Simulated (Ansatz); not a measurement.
`[GeH3][c]1ccccc1` + `C[SiH2][NH][GeH3]` → `C[SiH2][N]([GeH3])c1ccccc1` + GeH₄  (substitution at a C–Ge bond)

Isolated molecules relaxed with PBE0-D4/def2-TZVP in Ansatz; ΔE leaves out vibrations. CBS: MP2 limit from def2 TZ/QZ plus the TZ coupled-cluster correction, frozen cores. DFT in def2-TZVPP. For Ge outer-core shells are correlated without core-valence functions, which leaves a few kJ/mol of doubt a bond. Scalar relativity is left out up to krypton. Each species was taken in one conformer, which may not be the lowest.

`[GeH3][c]1ccccc1`:

Z-matrix (Å, degrees):
```
Ge
C 1 1.945
H 1 1.540 2 110.8
H 1 1.538 2 109.6 3 -119.7
H 1 1.538 2 109.6 3 119.7
C 2 1.393 1 120.7 3 -89.9
C 2 1.393 1 120.7 3 89.3
C 6 1.387 2 120.8 1 179.0
H 6 1.086 2 120.1 1 -1.3
C 7 1.387 2 120.8 1 -179.0
H 7 1.086 2 120.1 1 1.3
C 8 1.387 6 120.0 2 0.1
H 8 1.084 6 119.9 2 179.9
H 10 1.084 7 119.9 2 -179.9
H 12 1.084 8 120.1 6 179.9
```

`C[SiH2][NH][GeH3]`:

```xyz
13

C    -2.131    0.506    0.673
Si   -0.678   -0.618    0.343
N     0.461    0.113   -0.723
Ge    2.294    0.053   -0.605
H    -2.842    0.024    1.350
H    -1.805    1.445    1.124
H    -2.662    0.739   -0.254
H    -1.211   -1.912   -0.181
H     0.068   -0.912    1.597
H     0.119    0.419   -1.622
H     2.649   -0.013    0.886
H     2.856    1.330   -1.255
H     2.881   -1.174   -1.334
```

`C[SiH2][N]([GeH3])c1ccccc1`:

Z-matrix (Å, degrees):
```
C
Si 1 1.864
H 1 1.092 2 111.4
H 1 1.092 2 110.6 3 -120.3
H 1 1.093 2 110.1 3 120.0
N 2 1.742 1 111.9 3 60.0
H 2 1.486 1 110.7 3 177.0
H 2 1.492 1 109.2 3 -64.6
C 6 1.402 2 120.5 1 -52.8
Ge 6 1.857 2 121.1 1 125.5
C 9 1.399 6 120.7 2 -29.3
C 9 1.397 6 121.5 2 150.5
H 10 1.536 6 107.7 2 140.3
H 10 1.542 6 111.1 2 -99.8
H 10 1.532 6 106.8 2 20.0
C 11 1.384 9 121.0 6 179.3
H 11 1.085 9 119.6 6 -2.3
C 12 1.385 9 121.0 6 -179.9
H 12 1.085 9 119.9 6 -1.3
C 16 1.387 11 120.7 9 0.6
H 16 1.084 11 119.2 9 179.9
H 18 1.084 12 119.2 9 -180.0
H 20 1.083 16 120.6 11 179.6
```

GeH₄:

Cartesian coordinates in Å:
```
Ge 0.000 0.000 0.000
H 0.740 0.295 1.311
H -1.195 0.952 -0.138
H -0.500 -1.450 0.011
H 0.955 0.203 -1.184
```

```json
{"level": "r2SCAN-D4", "ΔE (kJ/mol)": "20.5"}
{"level": "HF/def2-SVP", "ΔE (kJ/mol)": "36.6"}
{"level": "MP2/def2-SVP", "ΔE (kJ/mol)": "11.4"}
{"level": "SCS-MP2/def2-QZVPP", "ΔE (kJ/mol)": "33.9"}
```

Task: What does CCSD(T)/CBS give? (An estimate is asked.)

Result: The calculation gave: +30.4 kJ/mol. The listed levels differ from it by -9.9, 6.2, -19.0, 3.5 kJ/mol.

Largest T1 diagnostic among the species: 0.012.

The D4 term adds −17.7 kJ/mol with B3LYP and −10.9 kJ/mol with PBE0; it sums over pairs of atoms, weighted by their polarisabilities, and B3LYP, whose exchange is more repulsive, gets the larger term. In def2-TZVPP, CCSD(T) changes the Hartree–Fock value by −21.9 kJ/mol (the triples alone add −4.9 kJ/mol) and MP2 by −22.1 kJ/mol. At CCSD(T), def2-SVP lies −20.5 kJ/mol from the extrapolated value and def2-TZVPP −1.6 kJ/mol.

B3LYP here is the variant with VWN-RPA as its local correlation; programs differ in this.
